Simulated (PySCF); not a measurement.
C2H3F2, SMILES C[C](F)F (connectivity only; charge and spin as stated), charge +1, multiplicity 1. Atoms are numbered in the order given.

```xyz
7

C     -1.3606    -0.0553     0.2883
C      0.0494     0.0007    -0.0250
F      0.7906    -1.0222    -0.0371
F      0.6534     1.0801    -0.2811
H     -1.4355     0.0524     1.4053
H     -1.7881    -1.0467     0.0351
H     -1.9055     0.8018    -0.1556
```
Charge +1, spin multiplicity 1.

Geometry: PBE-D3(BJ)/def2-SVP. The multiplicity is an assumed one; other spin states were not compared. The isomer is the one that the SMILES or the coordinates give; other isomers of the formula were not compared.

Level of theory: PBE/def2-TZVPD (PySCF).

Mulliken values depend strongly on the basis, most of all with diffuse functions as here. ESP charges are fitted to the potential on shells at 1.4 to 2.0 van der Waals radii. Atomic charges (e):

```csv
atom,ESP fit,Mulliken,meta-Löwdin
C1,-0.57,-0.43,-0.39
C2,0.67,0.57,0.78
F3,0.03,0.01,-0.04
F4,0.03,0.01,-0.04
H5,0.28,0.26,0.24
H6,0.27,0.29,0.22
H7,0.27,0.29,0.22
```
